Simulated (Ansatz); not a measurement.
System: Si₂H₃, charge 0, doublet. Si2H3 (SMILES [SiH][SiH2], doublet).
B3LYP-D3(BJ)/def2-TZVP minimum from Ansatz (a first-principles code):
```xyz
5

Si     1.1161    -0.5408    -0.0117
Si    -0.9794     0.3817     0.0185
H      1.6917     0.8646     0.1007
H     -1.3798     1.7919    -0.2380
H     -2.2258    -0.4283     0.0422
```
Charge 0, spin multiplicity 2.

Property: atomisation energy (electronic, to ground-state atoms), in kcal/mol. UHF or UKS for unpaired electrons; spin-orbit terms are left out. CBS(X,Y): correlation extrapolated as X^-3, Hartree-Fock from the larger set. A bracket is a step between two methods taken in the basis named. The functionals are non-relativistic, so their misses hold any scalar relativity. Double hybrids freeze cores in their MP2 part. '+ core + X2C': CCSD(T) terms for core correlation (cc-pwCVTZ, 1s frozen past Ne) and scalar relativity (cc-pVTZ-DK). For partners of very few electrons the exact lower level stands in for a higher one. The UHF reference of H3Si2 ([SiH][SiH2], doublet) is spin-contaminated (<S^2> up to 0.19 over the pure value in the sets run).

CCSD(T)/CBS(cc-pV(T+d)Z,cc-pV(Q+d)Z) + [CCSDT(Q) - CCSD(T)]/cc-pV(T+d)Z + core + X2C (Ansatz) gives 287.3 kcal/mol.

Task: How far off this value is PBE/def2-TZVPD (Ansatz), in which direction, and which of these levels come nearer: r2SCAN/def2-TZVPD, PBE0/def2-TZVPD, wB97M-V/def2-TZVPD, B2PLYP/def2-TZVPD, CCSD(T)/CBS(cc-pV(T+d)Z,cc-pV(Q+d)Z) + core + X2C?

Result: PBE gives 285.7 kcal/mol, 1.6 kcal/mol below it. Differences of the others: r2SCAN/def2-TZVPD (Ansatz) 2.3; PBE0/def2-TZVPD (Ansatz) -3.8; wB97M-V/def2-TZVPD (Ansatz) 0.6; B2PLYP/def2-TZVPD (Ansatz) -6.4; CCSD(T)/CBS(cc-pV(T+d)Z,cc-pV(Q+d)Z) + core + X2C (Ansatz) -0.6 kcal/mol. Nearer than PBE: wB97M-V/def2-TZVPD, CCSD(T)/CBS(cc-pV(T+d)Z,cc-pV(Q+d)Z) + core + X2C.
